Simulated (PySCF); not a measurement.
# MoCl at PBE0

Computed with PBE0; Mo def2-TZVPP with ECP28, Cl def2-TZVPP; scalar-relativistic core potentials (PySCF 2.14).

```
state                                                     : ⁶Π (sextet), unpaired electrons σ ↑↑, π ↑, δ ↑↑, a second solution, started from another occupation
bond length                                               : 2.330 Å
harmonic wavenumber                                       : 349 cm⁻¹
force constant                                            : 1.85 mdyn/Å
rotational constant Be                                    : 0.1205 cm⁻¹
anharmonicity ωexe                                        : 1.23 cm⁻¹
vibration–rotation constant αe                            : 0.000566 cm⁻¹
energy of the minimum from ground-state Mo (4d5 5s1) + Cl : -2.29 eV
bond order (Mayer)                                        : 1.15
dipole moment (positive dipole means Mo(−)Cl(+))          : -1.19 D
```

These are scalar-relativistic numbers at best; spin–orbit coupling would shift them, the dissociation energy most.
